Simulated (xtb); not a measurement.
xtb input (GFN2-xTB):

```bash
xtb mol.xyz --gfn 2 --ohess tight --chrg 0 --uhf 0
```
mol.xyz:
```
19

C      2.67894672     1.55633808     1.41697763
C      1.67312838     0.69720069     1.58504418
C      1.49178868    -0.57213245     0.69078259
B      0.18555012    -0.54091453    -0.21107098
O      0.30472535    -1.09224485    -1.38297078
C     -1.18734535     0.07720542     0.28648988
C     -2.33386669    -0.39200531    -0.54113979
C     -2.78790923     0.20019024    -1.70233305
H      2.71425468     2.44393348     2.09214361
H      3.41114264     1.41353124     0.66856138
H      0.92838733     0.82048059     2.27680141
H      1.39584264    -1.46739300     1.36370245
H      2.36347070    -0.75803139     0.08596556
H     -0.54657364    -1.12285977    -1.90491052
H     -1.04620903     1.20316999     0.17017935
H     -1.31756779    -0.02738144     1.31842729
H     -2.85458286    -1.22344490    -0.17772633
H     -2.32181484     1.06840432    -2.10163851
H     -3.62134815    -0.20671525    -2.25684113
```

End of the output:

```
   ------------------------------------------------------------------------

         :::::::::::::::::::::::::::::::::::::::::::::::::::::
         ::                  THERMODYNAMIC                  ::
         :::::::::::::::::::::::::::::::::::::::::::::::::::::
         :: total free energy         -23.601715774319 Eh   ::
         ::.................................................::
         :: total energy              -23.722559145451 Eh   ::
         :: zero point energy           0.156274861149 Eh   ::
         :: G(RRHO) w/o ZPVE           -0.035431490017 Eh   ::
         :: G(RRHO) contrib.            0.120843371132 Eh   ::
         :::::::::::::::::::::::::::::::::::::::::::::::::::::

optimized geometry written to: xtbopt.xyz

           -------------------------------------------------
          | TOTAL ENERGY              -23.722559145451 Eh   |
          | TOTAL ENTHALPY            -23.555243199204 Eh   |
          | TOTAL FREE ENERGY         -23.601715774319 Eh   |
          | GRADIENT NORM               0.000298809172 Eh/α |
          | HOMO-LUMO GAP               4.763339329150 eV   |
           -------------------------------------------------

------------------------------------------------------------------------
------------------------------------------------------------------------
 total:
 SCF:
 ANC optimizer:
 analytical hessian:
Note: The following floating-point exceptions are signalling: IEEE_UNDERFLOW_FLAG IEEE_DENORMAL
normal termination of xtb
```
